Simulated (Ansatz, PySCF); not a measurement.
Three-fold rotor about C2–Ge3 in CH8GeSi (SMILES [SiH3][CH2][GeH3]); single points on GFN2-xTB geometries with the dihedral held.
Staggered geometry (60°) (charge 0, multiplicity 1):
```xyz
11

Si     1.50618     0.65091    -0.02981
C      0.24165    -0.76600    -0.09483
Ge    -1.61417    -0.15467     0.08752
H      2.84964     0.08019    -0.16965
H      1.25119     1.58760    -1.12677
H      1.39743     1.34852     1.25364
H      0.45306    -1.48342     0.69832
H      0.34176    -1.30428    -1.03755
H     -1.99740     0.79788    -1.00030
H     -1.84502     0.54697     1.38829
H     -2.58314    -1.29988     0.02925
```

Cores are frozen in the correlated methods. Filled d and f shells under p-block atoms count as core. CBS(a, b) extrapolates the correlation energy as X⁻³ and adds the Hartree–Fock energy of set b. MP2 and its Hartree–Fock in def2-QZVPP are density fitted. Rows in 6-31G* carry no dispersion term and start afresh at each structure (6-31G* with six Cartesian d functions); the Pople sets are all-electron and without relativity.

Programs: Ansatz (a quantum-chemistry and plane-wave program) with Gaussian orbitals; PySCF for 6-31G* rows. Values without a source in brackets are computed.

Energies above the staggered point (kcal/mol):

```tsv
dihedral (°)	PBE/def2-TZVPP	B3LYP/6-31G*	MP2/CBS(def2-TZVPP, def2-QZVPP) + ΔCCSD(T)/def2-TZVPP
0	0.689	0.779	0.731
20	0.498	0.565	0.525
40	0.157	0.179	0.160
60	0.000	0.000	0.000
80	0.171	0.188	0.187
100	0.521	0.581	0.556
120	0.694	0.784	0.736
```

Moments of inertia of the two ends about the bond: 105.664 and 5.846 u Å².

Fit V = V₃/2 (1 − cos 3φ) + V₆/2 (1 − cos 6φ), φ counted from the staggered point, and estimate the harmonic torsional frequency.


V₃ is the energy at φ = 60°; at φ = 20° (mean of both sides) V = 0.25 V₃ + 0.75 V₆. The reduced moment I₁I₂/(I₁ + I₂) = 5.539 u Å² gives F = 16.8576/I = 3.043 cm⁻¹ (a rough rule where the frame isn't a symmetric top). Near the minimum V = kφ²/2 with k = (9V₃ + 36V₆)/2, and ω = √(2Fk), with 1 kcal/mol = 349.755 cm⁻¹.
- PBE/def2-TZVPP: V₃ = 0.69, V₆ = -0.011 kcal/mol, k = 1014 cm⁻¹/rad², ω = 79 cm⁻¹
- B3LYP/6-31G*: V₃ = 0.78, V₆ = -0.015 kcal/mol, k = 1132 cm⁻¹/rad², ω = 83 cm⁻¹
- MP2/CBS(def2-TZVPP, def2-QZVPP) + ΔCCSD(T)/def2-TZVPP: V₃ = 0.73, V₆ = -0.013 kcal/mol, k = 1072 cm⁻¹/rad², ω = 81 cm⁻¹
